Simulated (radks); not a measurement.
Zr3+, configuration [Kr] 4d1. Method: scalar-relativistic Kohn-Sham, BLYP, spin-polarised, spherical densities, finite nucleus; open shells are filled with parallel spins first (spin-orbit coupling, left out, can overturn this in heavy ions); Fermi nuclear charge, rms radius 4.2694 fm; computed with a radial shooting solver on a logarithmic mesh with Libxc functionals. Some entries of the table are withheld. Estimate them.

orbital  occ.  eigenvalue (hartree)  r(max) (bohr)
1s down     1             -656.1969        0.02414
1s up       1             -656.1967        0.02414
2s up       1             -91.80429         0.1370
2s down     1             -91.80059         0.1370
2p up       3             -81.98959         0.1094
2p down     3             -81.98687         0.1094
3s up       1             -15.88221         0.4082
3s down     1             -15.88014         0.4082
3p up       3             -12.68599         0.4021
3p down     3             -12.68369         0.4022
3d up       5                   (1)         0.3471
3d down     5                   (2)         0.3471
4s up       1              -3.00139          1.074
4s down     1              -2.97773          1.072
4p up       3              -2.17980          1.172
4p down     3              -2.15300          1.169
4d up       1              -1.04667          1.505
4d down     0              -1.01851          1.502

Answer. 
(1) 3d up eigenvalue (hartree): -7.43781
(2) 3d down eigenvalue (hartree): -7.43429
